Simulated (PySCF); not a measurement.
**Dipole moment and polarisability of `C[SiH2][Si@H](F)C(F)=C(F)F`**

Compound: C3H6F4Si2.
Cartesian coordinates in Å at the GFN2-xTB level; atoms count from 1:
```
atom  x, y, z in Å
C1    -2.3865   -0.7633    0.2650
Si2   -1.6046    0.7334   -0.6005
Si3    0.5772    0.9820    0.1311
F4     1.2590    2.2394   -0.6190
C5     1.6158   -0.4913   -0.4941
F6     0.9302   -1.5894   -0.8980
C7     2.9350   -0.5265   -0.5846
F8     3.6987    0.4854   -0.1965
F9     3.6890   -1.5180   -1.0444
H10   -2.3837   -0.6498    1.3460
H11   -1.8540   -1.6806    0.0284
H12   -3.4186   -0.8949   -0.0456
H13   -2.3744    1.9434   -0.2720
H14   -1.6784    0.5462   -2.0586
H15    0.9910    1.1920    1.5152
```

Level: CAM-B3LYP/def2-SVPD (PySCF), static field, nuclei fixed, core orbitals frozen in the response. The polarisability tensor in these axes (au):

```
x   116.06  -2.19  -0.59
y    -2.19  85.22   2.22
z    -0.59   2.22  76.34
```

Problem. What are the eigenvalues, a third of the trace, and Δα (Δα² = ½Σ(αi − αj)² over the three pairs)?

Solution. Principal values 75.82, 85.58 and 116.23 au; mean 92.54 au = 13.71 Å³ = 15.26 × 10⁻⁴⁰ C²·m²/J; Δα = 36.52 au (39 % of the mean).

Problem. What is the dipole moment, and where does it point?

Solution. (-2.57, -0.44, 1.30) D, 2.91 D in size, pointing from the negative to the positive side. Measured along this direction, the outermost atoms are F9 and F8 at the negative end and H12 at the positive end.

Problem. Refractivity n − 1 of an ideal gas of it at 500 K and 1 atm, from the electronic α?

Solution. N = p/kT = 1.4678 × 10¹⁹ cm⁻³, so n − 1 = 2π × N × 13.71 × 10⁻²⁴ cm³ = 1265 × 10⁻⁶ at long wavelengths, for an ideal gas.

Problem. Estimate the molar refractivity from the static electronic polarisability.

Solution. Lorentz–Lorenz: R = (4π/3)N_A α = 2.5225 cm³/(mol·Å³) × 13.71 Å³ = 34.6 cm³/mol, in the limit of long wavelengths.

Problem. In TDDFT the mean static polarisability is Σ f/ω² over all singlet excitations (ω in hartree). How much of it do the 8 lowest give? Their energies (eV) and oscillator strengths: 5.76, 0.0261; 6.40, 0.0258; 6.62, 0.1233; 7.24, 0.1024; 7.31, 0.1029; 7.48, 0.0350; 7.66, 0.1138; 7.81, 0.0614.

Solution. They add up to 8.65 au, 9.4 % of the 92.54 au; the largest single term is 2.08 au, from the state at 6.62 eV. Terms in order: 0.58, 0.47, 2.08, 1.45, 1.43, 0.46, 1.44, 0.75 au. Higher excitations give the rest. The strengths listed sum to 0.591.

Problem. What depolarisation ratio follows for Rayleigh scattering of linearly polarised light, taking the static tensor?

Solution. ρ = 3Δα²/(45ᾱ² + 4Δα²) = 4001.3/(385399 + 5335.0) = 0.0102.

Problem. Traceless (Buckingham) quadrupole moment about the centre of nuclear charge: eigenvalues?

Solution. -7.46, 2.97, 4.49 D·Å. The values depend on the origin, since the dipole doesn't vanish. The electronic extent ⟨r²⟩ about the same centre is 2038 bohr², a root-mean-square distance of 2.55 Å for the 88 electrons.

The structure is a single GFN2-xTB conformer in the gas phase; no vibrational or solvent corrections.
